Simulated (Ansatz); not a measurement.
Z-matrix (Å, degrees):
```
C
F 1 1.323
F 1 1.317 2 109.3
F 1 1.326 2 108.4 3 118.2
O 1 1.370 2 112.9 3 -118.0
C 5 1.376 1 123.9 2 -41.5
F 6 1.327 5 104.8 1 -178.0
F 6 1.333 5 111.5 1 64.6
C 6 1.557 5 115.6 1 -59.6
F 9 1.325 6 108.9 5 -170.2
F 9 1.326 6 110.8 5 70.3
F 9 1.324 6 110.0 5 -50.6
```

Charge 0, multiplicity 1.

Question: List the CAM-B3LYP/def2-TZVPP orbital energies in eV (the Gaussian-basis code of Ansatz). (Best estimate.)

Answer: Computed: Occupied: -675.70, -675.68, -675.67, -675.64, -675.60, -675.58, -675.58, -675.57, -525.56, -288.23, -286.99, -286.72, -39.83, -39.54, -38.63, -37.07, -36.97, -36.94, -36.87, -36.69, -33.59, -24.80, -23.24, -21.48, -20.80, -20.17, -19.99, -19.66, -19.52, -19.34, -18.75, -17.01, -16.35, -16.20, -16.09, -16.02, -15.92, -15.53, -15.37, -15.28, -14.95, -14.75, -14.67, -14.47, -14.34, -14.24, -14.16, -13.34, -12.57. Lowest empty: 2.87, 3.19, 3.24, 4.34, 4.65, 4.86, 5.14, 5.53.
